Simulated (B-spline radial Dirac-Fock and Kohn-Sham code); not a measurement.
# Relative photoemission cross sections at 1000 eV: 2s, 2p1/2, 2p3/2, B to Co

Method: independent-particle photoionisation in a Dirac-Hartree-Slater potential with a Latter tail, all multipoles, thresholds from Dirac-Fock ΔSCF. Computed with a B-spline atomic structure program. Cross sections are relative to C 1s, computed as 43.31 kb at this energy; β is from the dipole term. Free atoms in their tabulated ground configurations, whose changes along a row show as steps; without correlation, outer binding energies come out low.

```
 Z  element    σ 2s   σ 2p1/2   σ 2p3/2  β 2p3/2  binding 2p3/2 (eV)
 5        B  0.0222  0.000105  0.000208     0.29                7.93
 6        C  0.0455  0.000768   0.00153     0.43                9.99
 7        N  0.0796   0.00308   0.00612     0.57               12.20
 8        O   0.124   0.00865    0.0171     0.68               14.56
 9        F   0.180    0.0201    0.0397     0.78               17.08
10       Ne   0.250    0.0419    0.0827     0.88               19.79
12       Mg   0.463     0.130     0.257     1.07               56.30
13       Al   0.592     0.205     0.403     1.14               80.58
14       Si   0.736     0.305     0.600     1.21               107.9
18       Ar    1.42      1.06      2.08     1.40               248.2
20       Ca    1.80      1.71      3.35     1.45               357.1
21       Sc    1.99      2.12      4.15     1.47               410.5
22       Ti    2.17      2.59      5.06     1.47               466.7
23        V    2.35      3.12      6.09     1.47               526.0
25       Mn    2.68      4.32      8.46     1.42               653.8
26       Fe    2.83      5.00      9.78     1.37               722.4
27       Co    2.97      5.74      11.2     1.28               794.1
```
